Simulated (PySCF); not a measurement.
C2H10OSi3, SMILES O[Si@@H]1C[C@H]([SiH3])[SiH2]1.

The structure is a stationary point at PBE-D3(BJ)/def2-SVP. The structure was generated by enumeration; whether it is a known compound was not checked. One conformer was computed; it need not be the lowest.

Computed with PBE-D3(BJ)/def2-SVP in PySCF.

Frequencies are harmonic and unscaled.

Computed normal modes with their intensities:
```
mode  ν (cm⁻¹)  IR (km/mol)  moving atoms (share of kinetic energy)
----  --------  -----------  --------------------------------------
1           67          1.7         O 28 %, C 25 %, H 24 %, Si 23 %
2          126          0.1         Si 36 %, H 33 %, O 16 %, C 15 %
3          146          0.1                          H 85 %, Si 9 %
4          164          6.4                 Si 44 %, H 31 %, O 18 %
5          214          3.8         Si 39 %, H 30 %, C 19 %, O 12 %
6          236          5.9                 H 46 %, Si 23 %, C 23 %
7          283          6.0         Si 35 %, H 25 %, C 22 %, O 18 %
8          294         91.9                          H 69 %, O 19 %
9          402          7.0                         Si 68 %, H 20 %
10         434          3.6                         H 78 %, Si 19 %
11         495          2.0                 Si 50 %, H 31 %, C 19 %
12         563          4.8                          H 90 %, Si 9 %
13         605         25.9                 H 75 %, Si 13 %, C 12 %
14         620         29.7                         H 87 %, Si 10 %
15         650         38.2                 C 45 %, H 34 %, Si 15 %
16         687         68.9                 H 74 %, C 14 %, Si 12 %
17         698         51.6                 H 58 %, C 26 %, Si 15 %
18         745        126.4                          H 79 %, O 10 %
19         792         21.1                 C 50 %, H 39 %, Si 11 %
20         820         85.3         H 54 %, C 23 %, Si 12 %, O 12 %
21         853        338.4                 H 67 %, Si 17 %, O 13 %
22         879         14.5                 H 60 %, O 20 %, Si 19 %
23         887        187.9                         H 85 %, Si 12 %
24         906         92.2                                  H 92 %
25         910         27.9                         H 85 %, Si 10 %
26         914         34.0                                  H 95 %
27         937          6.3                          C 61 %, H 38 %
28         985         16.9                          H 83 %, C 16 %
29        1044         55.4                          H 70 %, C 28 %
30        1097          7.7                          H 66 %, C 33 %
31        1204          0.9                          H 82 %, C 18 %
32        1371          6.6                                  H 92 %
33        2132         71.2                                  H 97 %
34        2143        129.4                                  H 98 %
35        2153         18.1                                  H 96 %
36        2154        123.6                                  H 97 %
37        2160        106.7                                  H 96 %
38        2167        160.2                                  H 96 %
39        2971          7.7                                  H 94 %
40        2982          3.5                                  H 93 %
41        3040          6.0                           H 91 %, C 9 %
42        3763         90.8                                  H 94 %
```
